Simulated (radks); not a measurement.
The numbers below are computed, except where a source is named.
Removal energies from the gadolinium ion Gd3+, [Xe] 4f7, by Delta-SCF beside the eigenvalue of the level emptied. Level of theory: non-relativistic Kohn-Sham, PBE, spin-polarised, spherical densities, point nucleus (a radial shooting solver on a logarithmic mesh with Libxc functionals). Open shells are filled with parallel spins first.

removed from    final configuration  Delta-SCF (eV)  -eigenvalue (eV)
4f                         [Xe] 4f6          50.040            39.877
5p            [Kr] 4d10 4f7 5s2 5p5          55.861            49.439
5s            [Kr] 4d10 4f7 5s1 5p6          73.496            66.555
4d             [Kr] 4d9 4f7 5s2 5p6          182.41            171.40
